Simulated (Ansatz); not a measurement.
## A barrier at the coupled-cluster level

Start structure (BH2ClOF2, singlet), relaxed at PBE0-D4/def2-TZVP:

| atom | x (Å) | y (Å) | z (Å) |
| --- | --- | --- | --- |
| B1 | -0.4834 | 0.9372 | -0.6105 |
| O2 | 0.2171 | -0.1989 | -0.3888 |
| F3 | -0.5687 | 1.4760 | -1.8148 |
| F4 | -1.0922 | 1.5169 | 0.3981 |
| H5 | 0.5068 | -1.2048 | 1.2935 |
| Cl6 | 0.7868 | -1.9636 | 2.2972 |
| H7 | 0.6336 | -0.5627 | -1.1748 |

The step: BHOF₂ ([OH][B]([F])[F]) + HCl → BClF₂ ([F][B]([F])[Cl]) + H₂O (still joined by a long B–O bond); bonds formed: B1–Cl6, O2–H5; bonds broken: H5–Cl6; bonds weakened to dative contacts: B1–O2. Ansatz 0.2.0; basis: def2-TZVPP and def2-QZVPP; cores frozen in the correlated methods. Extrapolation: Hartree–Fock as exp(−7.88 √X), correlation as X^−2.97. Energies below are by CCSD(T) at an estimated basis limit (MP2 extrapolated from triple and quadruple zeta, plus CCSD(T) − MP2 in triple zeta).

What are the electronic barrier and the energy of the step, from the start structure to the end structure? (To be estimated.)

Computed: Barrier 1.125 eV; step energy 0.317 eV (uphill); reverse barrier, their difference, 0.808 eV. Barrier and step energy count from the start structure, the reverse barrier from the end structure.

The saddle point: One imaginary mode of 986i cm⁻¹.
```csv
pair,start (Å),saddle (Å),end (Å)
B1–Cl6,4.30,2.23,1.83
O2–H5,1.98,1.23,0.97
B1–O2,1.35,1.48,1.71
H5–Cl6,1.29,1.54,2.55
```

Zero-point energy (harmonic, PBE0-D4): ZPE is 0.911 eV at the start and 0.870 eV at the saddle, so the barrier goes from 1.125 to 1.084 eV.

The T1 diagnostic stays at or below 0.012.

Hydrogen chloride, the by-product of chloride precursors, can attack films and sites by steps of this kind.

Labels in which every atom is bracketed show which atoms are joined, not bond orders.

For scale, one of the runs: CCSD(T)/def2-TZVPP, 194 basis functions, launched by `ansatz run in.yaml --threads 4 --pin off --events-out ev --progress --plain --max-ram 9574MiB`. Time: 69 s of wall clock on 4 CPU threads of an Intel Xeon; the host was shared. Peak host memory: 2.4 GiB.
